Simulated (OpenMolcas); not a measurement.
Pt2+ (d8) among equal point charges was computed by CASSCF with the d shell active (OpenMolcas, ANO-RCC-VDZP on the metal). Its lowest spin-free states, and all those of the highest spin:

| 2S+1 | Degeneracy | E (cm-1) |
| --- | --- | --- |
| 3 | 1 | 0.0 |
| 1 | 1 | 1092 |
| 1 | 1 | 8048 |
| 3 | 2 | 8153 |
| 3 | 2 | 18959 |
| 1 | 1 | 19151 |
| 3 | 1 | 19951 |
| 1 | 2 | 20610 |
| 1 | 1 | 27119 |
| 3 | 1 | 30689 |
| 1 | 2 | 31491 |
| 3 | 1 | 36124 |
| 3 | 2 | 54391 |

Task: Is the site octahedral, tetrahedral or cube-like, axial, or of lower symmetry?

Result: The states with 2S+1 = 3 have orbital degeneracies 1, 2, 2, 1, 1, 1, 2. There are pairs but no triples, so the site is axial: not cubic, but with a proper or improper axis of order three or more. The run had Pt2+ among 4 point charges of -2.5 e arranged as a square (D4h), 2.15 Å from the ion.

Spin-orbit coupling mixes the spin-free states strongly: the lowest level takes only 58 % from its leading state, 3A2. Without dynamic correlation the repulsion within the d shell is too large (B by tens of per cent), so at a given field states of lower spin stand too high. This shell can be high or low spin here, a state of another spin lies low, and with metal d orbitals alone active their balance is uncertain, so the ground spin may be wrong. Point charges give a weaker field than real ligands, and real ions of this kind are as a rule low spin; the high spin found here belongs to the model. This is an electrostatic model: the charges have no orbitals. No measured value stands beside these numbers.
